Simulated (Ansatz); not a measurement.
The pair A = C2H2 (SMILES C#C) (first 4 atoms), B = H2S (SMILES S); geometry from B3LYP-D3(BJ)/def2-TZVP.
(charge 0, multiplicity 1):
```json
[
 {"atom": "C", "x (Å)": "0.5186", "y (Å)": "0.2718", "z (Å)": "-0.1566"},
 {"atom": "C", "x (Å)": "-0.5924", "y (Å)": "-0.1486", "z (Å)": "-0.0071"},
 {"atom": "H", "x (Å)": "1.5048", "y (Å)": "0.6461", "z (Å)": "-0.2886"},
 {"atom": "H", "x (Å)": "-1.5791", "y (Å)": "-0.5209", "z (Å)": "0.1266"},
 {"atom": "S", "x (Å)": "0.1646", "y (Å)": "0.8595", "z (Å)": "3.7607"},
 {"atom": "H", "x (Å)": "0.6548", "y (Å)": "-0.3748", "z (Å)": "3.9575"},
 {"atom": "H", "x (Å)": "0.0655", "y (Å)": "0.6728", "z (Å)": "2.4332"}
]
```

Correlated levels freeze the cores. MP2 and its Hartree–Fock in aug-cc-pV(Q+d)Z are density fitted.

The values were computed with Ansatz (Gaussian orbitals). Each number belongs to the level named beside it.

The counterpoise-corrected interaction energy is E(AB) − E(A in the pair's basis) − E(B in the pair's basis). Total energies (hartree):

```
level                              AB  A in the pair's basis  B in the pair's basis
-----------------------  ------------  ---------------------  ---------------------
HF/aug-cc-pV(T+d)Z       -475.5662567            -76.8506741           -398.7158199
MP2/aug-cc-pV(T+d)Z      -476.0779583            -77.1639365           -398.9111622
HF/aug-cc-pV(Q+d)Z       -475.5739487            -76.8550304           -398.7191617
MP2/aug-cc-pV(Q+d)Z      -476.1162899            -77.1854662           -398.9278226
CCSD(T)/aug-cc-pV(T+d)Z  -476.1383446            -77.1921360           -398.9438370
```

Q: Work out the counterpoise-corrected interaction energy at the basis-set limit: extrapolate the MP2 correlation part as X⁻³, take Hartree–Fock from the larger set, and add the CCSD(T) − MP2 difference of aug-cc-pV(T+d)Z.

A: 
1. Differences (1 hartree = 627.509 kcal/mol): HF/aug-cc-pV(T+d)Z 0.149; MP2/aug-cc-pV(T+d)Z -1.794; HF/aug-cc-pV(Q+d)Z 0.153; MP2/aug-cc-pV(Q+d)Z -1.883; CCSD(T)/aug-cc-pV(T+d)Z -1.488.
2. Correlation parts, MP2 less HF: -1.943 in aug-cc-pV(T+d)Z (X = 3), -2.036 in aug-cc-pV(Q+d)Z (X = 4).
3. Limit (4³·(-2.036) − 3³·(-1.943))/(4³ − 3³) = -2.103; with HF/aug-cc-pV(Q+d)Z it gives -1.951.
4. CCSD(T) less MP2 in aug-cc-pV(T+d)Z: 0.306.
Result: -1.64 kcal/mol, against -1.79 at MP2/aug-cc-pV(T+d)Z. It is an estimate of this method's limit, not of the exact value.

Ansatz is a quantum-chemistry and plane-wave program.
